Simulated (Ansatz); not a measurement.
Ansatz (a first-principles code) job for C4H2Br2, SMILES C#C/C(Br)=C\Br, PBE-D3(BJ)/def2-SVP. 

Ansatz 0.2 input:
```yaml
crystal:
  periodic: [false, false, false]
  atoms:
    - {symbol: C, position_ang: [2.79598220, -0.15915131, -0.00000000]}
    - {symbol: C, position_ang: [1.58970866, -0.28772354, 0.00000000]}
    - {symbol: C, position_ang: [0.18706721, -0.46290702, 0.00000000]}
    - {symbol: Br, position_ang: [-0.41827920, -2.26193086, -0.00000000]}
    - {symbol: C, position_ang: [-0.73701611, 0.51336886, -0.00000000]}
    - {symbol: Br, position_ang: [-0.29806450, 2.32245335, 0.00000000]}
    - {symbol: H, position_ang: [3.86374616, -0.03734669, -0.00000000]}
    - {symbol: H, position_ang: [-1.80616822, 0.29753753, -0.00000000]}
basis:
  gaussian:
    orbitals: def2-SVP
hamiltonian:
  xc: pbe
  dispersion: d3bj
relax: {f_tol: 0.002, max_steps: 200}
```

Program output:

```
WARN ansatz: RAYON_NUM_THREADS=1 ignored (pool sized by the plan → 1); use --threads N
Functional definition: PBE
integrals: 0.09 GiB planned
1438 factors; their error is unknown
mean field: 0.41 GiB planned
mean field evaluation 1: about -144212.8440 eV, gradient 6.4e1 eV
mean field evaluation 2: about -144193.5809 eV, gradient 1.0e2 eV
mean field evaluation 4: about -144222.8812 eV, gradient 2.4e1 eV
mean field evaluation 8: about -144224.2521 eV, gradient 1.7e-1 eV
mean field evaluation 16: about -144224.1195 eV, gradient 1.7e-3 eV
mean field -144224.11946501 eV, -5300.1386317199 hartree, gradient 6.6e-5 eV, S^2 0.000000; 0 other end points of the search recorded, 0 dependent functions left out
the calculation of the forces begins
reference -144224.11949870 eV, -5300.1386329580 hartree; 48, 48 occupied and 82, 82 virtual orbitals, 1438 factors
relax step   1: F+E_penalty+E_count = -144224.37137620 eV  Δ(F+E_penalty+E_count) = +0.000e0 eV  max|allowed force component| = 1.211e0 eV/Å  Δτ_max = 0.0000 Å  (32 SCF iters, accepted)
these checks for a lower state are left out or cut short: starts, cluster_reference, orbital_swaps, neighbouring_geometries, increment
integrals: 0.09 GiB planned
1438 factors; their error is unknown
mean field: 0.41 GiB planned
mean field -144224.14337680 eV, -5300.1395104620 hartree, gradient 1.3e-5 eV, S^2 0.000000; 0 other end points of the search recorded, 0 dependent functions left out
the calculation of the forces begins
reference -144224.14341062 eV, -5300.1395117049 hartree; 48, 48 occupied and 82, 82 virtual orbitals, 1438 factors
relax step   2: F+E_penalty+E_count = -144224.39372077 eV  Δ(F+E_penalty+E_count) = -2.234e-2 eV  max|allowed force component| = 2.746e-1 eV/Å  Δτ_max = 0.0202 Å  (36 SCF iters, accepted)
these checks for a lower state are left out or cut short: starts, cluster_reference, orbital_swaps, neighbouring_geometries, increment
integrals: 0.09 GiB planned
1438 factors; their error is unknown
mean field: 0.40 GiB planned
mean field evaluation 32: about -144224.1454 eV, gradient 4.5e-5 eV
mean field -144224.14536227 eV, -5300.1395834267 hartree, gradient 1.3e-5 eV, S^2 0.000000; 0 other end points of the search recorded, 0 dependent functions left out
the calculation of the forces begins
reference -144224.14539615 eV, -5300.1395846715 hartree; 48, 48 occupied and 82, 82 virtual orbitals, 1438 factors
relax step   3: F+E_penalty+E_count = -144224.39530928 eV  Δ(F+E_penalty+E_count) = -1.589e-3 eV  max|allowed force component| = 8.613e-2 eV/Å  Δτ_max = 0.0053 Å  (35 SCF iters, accepted)
these checks for a lower state are left out or cut short: starts, cluster_reference, orbital_swaps, neighbouring_geometries, increment
integrals: 0.09 GiB planned
1438 factors; their error is unknown
mean field: 0.41 GiB planned
mean field -144224.14562167 eV, -5300.1395929593 hartree, gradient 1.3e-5 eV, S^2 0.000000; 0 other end points of the search recorded, 0 dependent functions left out
the calculation of the forces begins
reference -144224.14565554 eV, -5300.1395942042 hartree; 48, 48 occupied and 82, 82 virtual orbitals, 1438 factors
relax step   4: F+E_penalty+E_count = -144224.39550340 eV  Δ(F+E_penalty+E_count) = -1.941e-4 eV  max|allowed force component| = 3.985e-2 eV/Å  Δτ_max = 0.0028 Å  (37 SCF iters, accepted)
these checks for a lower state are left out or cut short: starts, cluster_reference, orbital_swaps, neighbouring_geometries, increment
integrals: 0.09 GiB planned
1438 factors; their error is unknown
mean field: 0.41 GiB planned
mean field -144224.14569164 eV, -5300.1395955306 hartree, gradient 1.7e-5 eV, S^2 0.000000; 0 other end points of the search recorded, 0 dependent functions left out
the calculation of the forces begins
reference -144224.14572550 eV, -5300.1395967751 hartree; 48, 48 occupied and 82, 82 virtual orbitals, 1438 factors
relax step   5: F+E_penalty+E_count = -144224.39554192 eV  Δ(F+E_penalty+E_count) = -3.852e-5 eV  max|allowed force component| = 6.220e-3 eV/Å  Δτ_max = 0.0026 Å  (26 SCF iters, accepted)
these checks for a lower state are left out or cut short: starts, cluster_reference, orbital_swaps, neighbouring_geometries, increment
integrals: 0.09 GiB planned
1438 factors; their error is unknown
mean field: 0.41 GiB planned
mean field -144224.14570351 eV, -5300.1395959668 hartree, gradient 5.7e-5 eV, S^2 0.000000; 0 other end points of the search recorded, 0 dependent functions left out
the calculation of the forces begins
reference -144224.14573737 eV, -5300.1395972112 hartree; 48, 48 occupied and 82, 82 virtual orbitals, 1438 factors
relax step   6: F+E_penalty+E_count = -144224.39554448 eV  Δ(F+E_penalty+E_count) = -2.558e-6 eV  max|allowed force component| = 2.100e-3 eV/Å  Δτ_max = 0.0011 Å  (23 SCF iters, accepted)
these checks for a lower state are left out or cut short: starts, cluster_reference, orbital_swaps, neighbouring_geometries, increment
integrals: 0.09 GiB planned
1438 factors; their error is unknown
mean field: 0.41 GiB planned
mean field -144224.14570852 eV, -5300.1395961511 hartree, gradient 3.8e-5 eV, S^2 0.000000; 0 other end points of the search recorded, 0 dependent functions left out
the calculation of the forces begins
reference -144224.14574238 eV, -5300.1395973953 hartree; 48, 48 occupied and 82, 82 virtual orbitals, 1438 factors
relax step   7: F+E_penalty+E_count = -144224.39554519 eV  Δ(F+E_penalty+E_count) = -7.142e-7 eV  max|allowed force component| = 1.192e-3 eV/Å  Δτ_max = 0.0007 Å  (22 SCF iters, accepted)
integrals: 0.09 GiB planned
1438 factors; their error is unknown
mean field: 0.41 GiB planned
mean field evaluation 64: about -144213.2393 eV, gradient 6.3e1 eV
mean field -144224.14570852 eV, -5300.1395961511 hartree, gradient 3.8e-5 eV, S^2 0.000000; 1 other end points of the search recorded, 0 dependent functions left out
the calculation of the forces begins
reference -144224.14574238 eV, -5300.1395973953 hartree; 48, 48 occupied and 82, 82 virtual orbitals, 1438 factors
Total energy: -144224.39557905 eV, -5300.1487787236 hartree
Atom 0 at     2.815000    -0.164621     0.000000 Å, force    -0.000094    -0.001192    -0.000000 eV/Å
Atom 1 at     1.594819    -0.288070    -0.000000 Å, force     0.000029     0.000848     0.000000 eV/Å
Atom 2 at     0.193311    -0.458447    -0.000000 Å, force     0.000419    -0.000658    -0.000000 eV/Å
Atom 3 at    -0.423214    -2.278678     0.000000 Å, force    -0.000083     0.000361     0.000000 eV/Å
Atom 4 at    -0.749938     0.518919    -0.000000 Å, force    -0.000471    -0.000268    -0.000000 eV/Å
Atom 5 at    -0.317116     2.345446     0.000000 Å, force     0.000262     0.000566     0.000000 eV/Å
Atom 6 at     3.889794    -0.046855     0.000000 Å, force    -0.000211     0.000580     0.000000 eV/Å
Atom 7 at    -1.825680     0.296607     0.000000 Å, force     0.000149    -0.000237    -0.000000 eV/Å
Dipole moment:     0.085330     0.067132    -0.000000 e Å
```

The run converged.
